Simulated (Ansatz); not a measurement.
The same ligand exchange along the group F, Cl, Br.

Program: Ansatz. Geometries: PBE0-D4/def2-TZVP. ΔE: electronic, gas phase. CCSD(T)/CBS adds triple-zeta CCSD(T) − MP2 to the extrapolated MP2 energy (def2 sets, frozen cores). Functionals use def2-TZVPP. Elements past krypton have def2 core potentials. For Br, Sn outer-core shells are correlated without core-valence functions, which leaves a few kJ/mol of doubt a bond. Scalar relativity is left out up to krypton. Each species was taken in one conformer, which may not be the lowest.

```
                                                                          reaction  CCSD(T)/CBS(def2) (kJ/mol)
  `[F][Sn][O][SiH3]` + `N[SiH](O)[SiH3]` → `O[SiH]([SiH3])N[SiH3]` + `[OH][Sn][F]`                          58
`[SiH3][O][Sn][Cl]` + `N[SiH](O)[SiH3]` → `O[SiH]([SiH3])N[SiH3]` + `[OH][Sn][Cl]`                          59
`[SiH3][O][Sn][Br]` + `N[SiH](O)[SiH3]` → `O[SiH]([SiH3])N[SiH3]` + `[OH][Sn][Br]`                           ?
```

Task: Fill in the missing values. (Best estimate.)

Result: Computed: `[SiH3][O][Sn][Br]` + `N[SiH](O)[SiH3]` → `O[SiH]([SiH3])N[SiH3]` + `[OH][Sn][Br]`: +59.5 kJ/mol.

Largest T1 diagnostic: 0.018, for `[OH][Sn][F]`.
